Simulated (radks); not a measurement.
A nucleus of charge 17.2 with 17 electrons, 17 electrons, occupied as [Ne] 3s2 3p5. Calculated with a radial shooting solver on a logarithmic mesh with Libxc functionals: Dirac Kohn-Sham, PBE, spin-unpolarised, spherical densities, finite nucleus; open shells fill j = l - 1/2 first; Fermi nuclear charge, rms radius 3.3654 fm.

Unscreened Slater integrals over Kohn-Sham orbitals (hartree). Large and small components are both included.

integral,value
"F0(3p3/2,3p3/2)",0.51139
"F2(3p3/2,3p3/2)",0.25305
"F0(3p3/2,3p1/2)",0.51276
"G2(3p3/2,3p1/2)",0.25370
"F0(3p3/2,3s1/2)",0.55185
"G1(3p3/2,3s1/2)",0.35981
"F0(3p3/2,2p3/2)",0.70644
"F2(3p3/2,2p3/2)",0.11388
"G0(3p3/2,2p3/2)",0.044394
"G2(3p3/2,2p3/2)",0.044412
"F0(3p1/2,3p1/2)",0.51414
"F0(3p1/2,3s1/2)",0.55355
"G1(3p1/2,3s1/2)",0.36148
"F0(3p1/2,2p3/2)",0.70993
"G2(3p1/2,2p3/2)",0.044573
"F0(3s1/2,3s1/2)",0.60237
"F0(3s1/2,2p3/2)",0.80540
"G1(3s1/2,2p3/2)",0.058216
"F0(2p3/2,2p3/2)",2.2857
"F2(2p3/2,2p3/2)",1.0614
